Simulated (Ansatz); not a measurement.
A run for Ansatz (an electronic-structure program): R-revPBE/def2-TZVPP on H2 (SMILES [H][H]).

Ansatz 0.2 input:
```yaml
crystal:
  periodic: [false, false, false]
  atoms:
    - {symbol: H, position_ang: [0.00000000, 0.00000000, 0.37198582]}
    - {symbol: H, position_ang: [-0.00000000, -0.00000000, -0.37198582]}
basis:
  gaussian:
    orbitals: def2-TZVPP
hamiltonian:
  xc: {name: revPBE}
scf: {lower_state_search: off}
```

Program output:

```
WARN ansatz: RAYON_NUM_THREADS=4 ignored (pool sized by the plan → 4); use --threads N
Functional definition: revPBE
these checks for a lower state are left out or cut short: stability, starts, cluster_reference, orbital_swaps, neighbouring_geometries, increment
integrals: 0.00 GiB planned
118 factors; their error is unknown
mean field: 0.05 GiB planned
mean field evaluation 1: about -31.6967 eV, gradient 9.3e0 eV
mean field evaluation 2: about -31.9759 eV, gradient 3.2e0 eV
mean field evaluation 4: about -32.0179 eV, gradient 6.1e-2 eV
mean field evaluation 8: about -32.0163 eV, gradient 1.0e-4 eV
mean field -32.01633135 eV, -1.1765784757 hartree, gradient 3.3e-7 eV, S^2 0.000000; 0 other end points of the search recorded, 0 dependent functions left out
reference -32.01635812 eV, -1.1765794595 hartree; 1, 1 occupied and 27, 27 virtual orbitals, 118 factors
Total energy: -32.01635812 eV, -1.1765794595 hartree
Checks for a lower state left out: stability, starts, cluster_reference, orbital_swaps, neighbouring_geometries, increment
```

The run converged.

Cost: around 0.11 core-seconds (rough).
